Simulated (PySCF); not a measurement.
Be(H)(OMe) (CH4BeO), SMILES C[O][BeH].

Geometry optimised at r2SCAN-D4/def2-TZVP.

Level of theory: TDA-LC-ωPBE/def2-SVPD in PySCF.

Vertical excitations; the highest root listed may be one member of a degenerate set.  State labels are in the subgroup Cs.

Computed lowest excited states:
```json
[
 {"state": "S1", "symmetry": "A\"", "energy (eV)": "8.11", "λ (nm)": "153", "f": "0.002", "main pairs": "HOMO→LUMO+2, HOMO→LUMO, HOMO−1→LUMO+1 (degenerate set)"},
 {"state": "S2", "symmetry": "A'", "energy (eV)": "8.11", "λ (nm)": "153", "f": "0.002", "main pairs": "HOMO−1→LUMO+2, HOMO→LUMO+1, HOMO−1→LUMO (degenerate set)"},
 {"state": "S3", "symmetry": "A\"", "energy (eV)": "8.13", "λ (nm)": "153", "f": "0.000", "main pairs": "HOMO−1→LUMO+1 35 %, HOMO→LUMO 35 %, HOMO−1→LUMO+5 11 %, HOMO→LUMO+6 11 %"},
 {"state": "S4", "symmetry": "A'", "energy (eV)": "8.19", "λ (nm)": "151", "f": "0.000", "main pairs": "HOMO−1→LUMO+2, HOMO−1→LUMO, HOMO→LUMO+1, HOMO→LUMO+5 (degenerate set)"},
 {"state": "S5", "symmetry": "A\"", "energy (eV)": "8.19", "λ (nm)": "151", "f": "0.000", "main pairs": "HOMO→LUMO+2, HOMO→LUMO, HOMO−1→LUMO+1, HOMO→LUMO+6 (degenerate set)"},
 {"state": "S6", "symmetry": "A'", "energy (eV)": "8.48", "λ (nm)": "146", "f": "0.252", "main pairs": "HOMO−2→LUMO, HOMO−2→LUMO+6 (degenerate set)"},
 {"state": "S7", "symmetry": "A\"", "energy (eV)": "8.48", "λ (nm)": "146", "f": "0.252", "main pairs": "HOMO−2→LUMO+1, HOMO−2→LUMO+5 (degenerate set)"},
 {"state": "S8", "symmetry": "A'", "energy (eV)": "8.99", "λ (nm)": "138", "f": "0.203", "main pairs": "HOMO−1→LUMO 41 %, HOMO→LUMO+1 41 %"},
 {"state": "S9", "symmetry": "A'", "energy (eV)": "9.55", "λ (nm)": "130", "f": "0.372", "main pairs": "HOMO−2→LUMO+2 71 %, HOMO−2→LUMO+4 12 %"},
 {"state": "S10", "symmetry": "A'", "energy (eV)": "9.55", "λ (nm)": "130", "f": "0.101", "main pairs": "HOMO−1→LUMO+4 76 %, HOMO−1→LUMO+3 12 %"},
 {"state": "T1", "symmetry": "A\"", "energy (eV)": "7.11", "λ (nm)": "174", "f": "0", "main pairs": "HOMO−2→LUMO+1, HOMO−2→LUMO+5 (degenerate set)"},
 {"state": "T2", "symmetry": "A'", "energy (eV)": "7.11", "λ (nm)": "174", "f": "0", "main pairs": "HOMO−2→LUMO, HOMO−2→LUMO+6 (degenerate set)"},
 {"state": "T3", "symmetry": "A'", "energy (eV)": "7.53", "λ (nm)": "165", "f": "0", "main pairs": "HOMO→LUMO+1 28 %, HOMO−1→LUMO 28 %, HOMO→LUMO+5 12 %, HOMO−1→LUMO+6 12 %"},
 {"state": "T4", "symmetry": "A'", "energy (eV)": "7.81", "λ (nm)": "159", "f": "0", "main pairs": "HOMO−1→LUMO 24 %, HOMO→LUMO+1 24 %, HOMO−1→LUMO+2 20 %, HOMO−1→LUMO+6 9 %"}
]
```
Triplets are in the Tamm–Dancoff approximation.
